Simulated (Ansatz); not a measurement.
Input file for Ansatz (a quantum-chemistry and plane-wave program): SC-NEVPT2 on CASSCF(2,2)/def2-TZVPP on C2H6Mg (SMILES C[CH2][MgH]), a point of a bond scan (R = 2.961 Å).

Ansatz 0.2 input:
```yaml
crystal:
  periodic: [false, false, false]
  atoms:
    - {symbol: Mg, position_ang: [-0.14432861, 0.33129844, 1.39372438]}
    - {symbol: H, position_ang: [-0.33728383, 1.19048809, 2.85567801]}
    - {symbol: C, position_ang: [0.09330786, -0.71909592, -0.41423708]}
    - {symbol: C, position_ang: [0.13153769, 0.13614409, -1.69257383]}
    - {symbol: H, position_ang: [-2.09090037, -2.70680047, -0.62222524]}
    - {symbol: H, position_ang: [1.01119844, -1.31501739, -0.34578536]}
    - {symbol: H, position_ang: [0.95533042, 0.85539786, -1.67841733]}
    - {symbol: H, position_ang: [-0.78761407, 0.71382571, -1.82525708]}
    - {symbol: H, position_ang: [0.25689724, -0.46728182, -2.59877559]}
basis:
  gaussian:
    orbitals: def2-TZVPP
    pivot_positions_ang: [[-0.14432861, 0.33129844, 1.39372438], [-0.33728383, 1.19048809, 2.85567801], [0.09330786, -0.71909592, -0.41423708], [0.13153769, 0.13614409, -1.69257383], [-2.09090037, -2.70680047, -0.62222524], [1.01119844, -1.31501739, -0.34578536], [0.95533042, 0.85539786, -1.67841733], [-0.78761407, 0.71382571, -1.82525708], [0.25689724, -0.46728182, -2.59877559]]
magnetization: {spin_polarized: false}
correlation: {method: sc_nevpt2, electrons: outside_noble_gas, active_space: {window: {electrons: 2, orbitals: 2}}}
output: {orbitals: {seedname: ./end}}
```

It printed:

```
WARN ansatz: RAYON_NUM_THREADS=1 ignored (pool sized by the plan → 1); use --threads N
Functional definition: HF
integrals: 0.19 GiB planned
1234 factors; integrals over basis functions are off by at most 3.6e-4 eV
mean field: 0.43 GiB planned
mean field evaluation 1: about -7576.8066 eV, gradient 3.3e1 eV
mean field evaluation 2: about -7576.8067 eV, gradient 3.3e1 eV
mean field evaluation 4: about -7581.0464 eV, gradient 4.2e0 eV
mean field evaluation 8: about -7581.2313 eV, gradient 9.2e-2 eV
mean field evaluation 16: about -7578.6014 eV, gradient 3.7e0 eV
mean field -7581.23130375 eV, -278.6051116697 hartree, gradient 9.4e-7 eV, S^2 0.000000; 2 other end points of the search recorded, 0 dependent functions left out; unrestricted orbitals would lower it
reference -7581.23130375 eV, -278.6051116697 hartree; 15, 15 occupied and 163, 163 virtual orbitals, 1234 factors
configuration interaction: 0.32 GiB planned
configuration interaction: 0.00 GiB planned
state -7583.75507389 eV, -278.6978585116 hartree
state -7583.75507389 eV, -278.6978585116 hartree; corrected -7593.87874008 eV, -279.0698963822 hartree
Total energy: -7593.87874008 eV, -279.0698963822 hartree
```

The run converged.

Cost: very roughly 12 core-seconds.
